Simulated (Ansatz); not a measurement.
`[OH][Nb]([OH])([Cl])([Cl])[Cl]` and `C[O][Nb]([OH])([OH])([Cl])[Cl]` differ in one atom or group.

Ansatz, PBE0-D4/def2-TZVP geometries, multiplicity 1. Each molecule was computed in one conformer, which needn't be the lowest.

Elements past krypton have def2 core potentials.

```json
{"property": "size of the dipole moment (ωB97M-V/def2-TZVPP) / D", "`[OH][Nb]([OH])([Cl])([Cl])[Cl]`": "0.87"}
{"property": "HOMO energy (PBE0/def2-TZVPP) / eV", "`[OH][Nb]([OH])([Cl])([Cl])[Cl]`": "-8.71"}
{"property": "LUMO energy (PBE0/def2-TZVPP) / eV", "`[OH][Nb]([OH])([Cl])([Cl])[Cl]`": "-3.06"}
{"property": "HOMO–LUMO gap (ωB97M-V/def2-TZVPP) / eV", "`[OH][Nb]([OH])([Cl])([Cl])[Cl]`": "9.91"}
{"property": "size of the dipole moment (PBE/def2-TZVPP) / D", "`[OH][Nb]([OH])([Cl])([Cl])[Cl]`": "0.89"}
{"property": "HOMO–LUMO gap (PBE0/def2-TZVPP) / eV", "`[OH][Nb]([OH])([Cl])([Cl])[Cl]`": "5.65"}
```

Give the same properties after the change, and the shifts. (Best estimate.)

The calculation gave: 
| property | `C[O][Nb]([OH])([OH])([Cl])[Cl]` | shift |
| --- | --- | --- |
| size of the dipole moment (ωB97M-V/def2-TZVPP) / D | 2.49 | 1.62 |
| HOMO energy (PBE0/def2-TZVPP) / eV | -8.43 | 0.28 |
| LUMO energy (PBE0/def2-TZVPP) / eV | -2.03 | 1.03 |
| HOMO–LUMO gap (ωB97M-V/def2-TZVPP) / eV | 10.77 | 0.86 |
| size of the dipole moment (PBE/def2-TZVPP) / D | 2.52 | 1.63 |
| HOMO–LUMO gap (PBE0/def2-TZVPP) / eV | 6.40 | 0.75 |

With PBE0 the HOMO rises by 0.28 eV and the LUMO rises by 1.03 eV, so the gap widens by about 0.75 eV. PBE moves the HOMO by 0.28 eV and ωB97M-V by 0.27 eV. Dipoles are sizes alone; their direction can turn.
